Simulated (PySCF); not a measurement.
## BeB: script and output

The script input.py:

```python
from pyscf import gto, scf

mol = gto.M(
    atom='Be 0 0 0; B 0 0 1.864',
    basis='def2-tzvp',
    charge=0,
    spin=1,
    cart=True,
    verbose=4,
)
mf = scf.ROHF(mol)
mf.kernel()
mf.dip_moment()
print('orbital energies (hartree):', mf.mo_energy[..., max(0, mol.nelec[1]-3):mol.nelec[0]+3].round(4))
```

```bash
$ OMP_NUM_THREADS=1 python input.py
```

Output (some set-up lines and the per-cycle HOMO/LUMO lines with their warnings removed):

```
PySCF version 2.14.0

[INPUT] verbose = 4
[INPUT] num. atoms = 2
[INPUT] num. electrons = 9
[INPUT] charge = 0
[INPUT] spin (= nelec alpha-beta = 2S) = 1
[INPUT] symmetry False subgroup None
[INPUT] Mole.unit = angstrom
[INPUT] Cartesian GTO integrals (6d 10f)
[INPUT] Symbol           X                Y                Z      unit          X                Y                Z       unit  Magmom
[INPUT]  1 Be     0.000000000000   0.000000000000   0.000000000000 AA    0.000000000000   0.000000000000   0.000000000000 Bohr   0.0
[INPUT]  2 B      0.000000000000   0.000000000000   1.864000000000 AA    0.000000000000   0.000000000000   3.522449496189 Bohr   0.0

nuclear repulsion = 5.67786706995708
number of shells = 20
number of NR pGTOs = 80
number of NR cGTOs = 56
basis = def2-tzvp
ecp = {}

******** <class 'pyscf.scf.rohf.ROHF'> ********
method = ROHF
initial guess = minao
damping factor = 0
level_shift factor = 0
DIIS = <class 'pyscf.scf.diis.CDIIS'>
diis_start_cycle = 1
diis_space = 8
diis_damp = 0
SCF conv_tol = 1e-09
SCF conv_tol_grad = None
SCF max_cycles = 50
direct_scf = True
direct_scf_tol = 1e-13
num. doubly occ = 4  num. singly occ = 1
Set gradient conv threshold to 3.16228e-05
init E= -39.1866851425239

cycle= 1 E= -39.0542085956149  delta_E= 0.132  |g|= 0.167  |ddm|= 0.681
cycle= 2 E= -39.0837173761733  delta_E= -0.0295  |g|= 0.114  |ddm|= 0.35
cycle= 3 E= -39.0890403457108  delta_E= -0.00532  |g|= 0.0305  |ddm|= 0.12
cycle= 4 E= -39.089739408048  delta_E= -0.000699  |g|= 0.0106  |ddm|= 0.059
cycle= 5 E= -39.089827182197  delta_E= -8.78e-05  |g|= 0.00163  |ddm|= 0.0219
cycle= 6 E= -39.0898322175364  delta_E= -5.04e-06  |g|= 0.000519  |ddm|= 0.0059
cycle= 7 E= -39.0898331338401  delta_E= -9.16e-07  |g|= 0.000299  |ddm|= 0.00203
cycle= 8 E= -39.0898335741052  delta_E= -4.4e-07  |g|= 0.000154  |ddm|= 0.00134
cycle= 9 E= -39.0898337535866  delta_E= -1.79e-07  |g|= 1.96e-05  |ddm|= 0.00138
cycle= 10 E= -39.0898337548377  delta_E= -1.25e-09  |g|= 3.23e-06  |ddm|= 0.000147
cycle= 11 E= -39.0898337548473  delta_E= -9.66e-12  |g|= 6.9e-07  |ddm|= 2.84e-05
Extra cycle  E= -39.089833754848  delta_E= -7.11e-13  |g|= 3.22e-07  |ddm|= 3.63e-06
converged SCF energy = -39.089833754848
Dipole moment(X, Y, Z, Debye): -0.00000, -0.00000, -2.40067
orbital energies (hartree): [-4.7435 -0.5666 -0.2813 -0.1082 -0.0137  0.0074  0.0843]
```

In short: E(SCF) = -39.089834 Eh, 11 cycles, μz(SCF) = -2.40 D.

Run time: 0.95 s on 1 thread of Arm Neoverse V1 (shared host), peak memory 0.12 GiB.

The bond length is a typed value, not an optimised one. No search for the lowest solution was made.
